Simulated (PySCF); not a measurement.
Excitations are Tamm–Dancoff values on a coarser integration grid. The basis has no diffuse functions, so Rydberg states are missing or too high.

Species: H$_{3}$F$_{3}$GeSi, SMILES `F[Si](F)(F)[GeH3]` (charge 0, multiplicity 1).

**Question.** What HOMO–LUMO gap, S1 oscillator strength, LUMO, S1 excitation (TDA) and dipole moment does PySCF with r2SCAN-D4/def2-TZVP give?

**Answer.** 
- HOMO–LUMO gap = 7.71 eV
- S1 oscillator strength = 0.048
- LUMO = -0.61 eV
- S1 excitation (TDA) = 8.20 eV
- dipole moment = 1.87 D
